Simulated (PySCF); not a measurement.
trans-(1R,2R)-1-chloro-2-ethynylcyclopropane (C₅H₅Cl), SMILES [C@H]1(Cl)[C@H](C1)C#C. Atoms are numbered in the order given.

```xyz
11

C      2.4601    -0.5494     0.7216
C      1.4297    -0.7598     0.1211
C      0.2174    -1.0160    -0.6044
C     -1.0901    -1.2359     0.1311
C     -0.8944     0.0079    -0.6589
Cl    -0.7186     1.5458     0.1562
H      3.3715    -0.3577     1.2565
H      0.3578    -1.5843    -1.5310
H     -1.7787    -1.9944    -0.2498
H     -1.0528    -1.1394     1.2185
H     -1.4169     0.1160    -1.6121
```

Geometry optimised at PBE0-D3(BJ)/def2-SVP.

Method: PBE/def2-TZVP run with PySCF.

The molecule is in vacuum.

```
Quantity                                                                                                        Value
---------------------------------------------------------------------------------------------  ----------------------
total energy                                                                                       -653.27369 hartree
highest occupied level                                                                                       -6.23 eV
lowest empty level                                                                                           -0.46 eV
orbital gap                                                                                                   5.77 eV
dipole moment                                                                                                  1.85 D
quadrupole, principal values (traceless, Buckingham form, about the centre of nuclear charge)  -6.12, -2.31, 8.43 D·Å
mean static polarisability                                                                      67.8 bohr³ (10.05 Å³)
polarisability, principal values                                                               51.2, 66.2, 86.1 bohr³
```
